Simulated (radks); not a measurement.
Results of a calculation; reference values are marked as such.
Polarisability of the zirconium ion Zr+, [Kr] 4d2 5s1, at imaginary frequency. Code: a radial shooting solver on a logarithmic mesh with Libxc functionals. Model: non-relativistic Kohn-Sham, PBE, spin-polarised, spherical densities, point nucleus; open shells are filled with parallel spins first (spin-orbit coupling, left out, can overturn this in heavy ions); relativity is left out, which matters for an element this heavy. Response by self-consistent Sternheimer equations with the Hartree and adiabatic LDA kernel.

w (hartree)  alpha1(iw) (bohr^3)
0.00266                    58.72
0.0143                     58.28
0.0360                     55.97
0.0697                     49.74
0.118                      39.37
0.186                      27.96
0.280                      18.73
0.413                      12.39
0.605                      8.186
0.892                      5.299
1.35                       3.215
2.12                       1.717
3.59                      0.7610
6.94                      0.2689
17.5                     0.06471

Static values: alpha1 = 58.73 bohr^3 (8.703 angstrom^3; uncoupled 88.46). C6 = 492.2, triple-dipole C9 = 19940 atomic units. One-pole (London) frequency 4 C6 / (3 alpha1^2) = 0.190 hartree, against 0.376 for minus the highest occupied eigenvalue.
